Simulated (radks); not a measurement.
S5+, 11 electrons, occupied as [Ne] 3s1.

Method: Dirac Kohn-Sham, PBE, spin-unpolarised, spherical densities, finite nucleus; Fermi nuclear charge, rms radius 3.2611 fm; computed with a radial shooting solver on a logarithmic mesh with Libxc functionals.

Energy parts (eV):
| part | energy |
|---|---|
| total | -10670.474 |
| kinetic | 10721.693 |
| electron-nucleus | -24548.863 |
| Hartree | 3794.628 |
| exchange-correlation | -637.933 |

Orbitals (lengths in bohr, moments of r in powers of bohr):
orbital,occ.,eigenvalue (eV),<r^2>,<r>,<r^4>,<1/r>,small-component weight
1s1/2,2,-2489.425,0.01262,0.09685,0.0004119,15.66,3.23e-03
2s1/2,2,-291.3608,0.2690,0.4758,0.1302,3.087,4.98e-04
2p1/2,2,-237.3864,0.2373,0.4363,0.1197,2.996,4.77e-04
2p3/2,4,-236.1009,0.2395,0.4385,0.1218,2.975,4.74e-04
3s1/2,1,-80.6108,2.273,1.413,7.820,0.9907,1.12e-04

The highest occupied level is 3s1/2 at -80.611 eV. Summed over all electrons, <r^2> = 4.269 bohr^2, which gives a Langevin (diamagnetic) susceptibility term of -3.38 x 10^-6 cm^3/mol. The density falls to 0.001 e/bohr^3 at r = 2.53 bohr. The electron density at the nucleus is 2946 e/bohr^3.
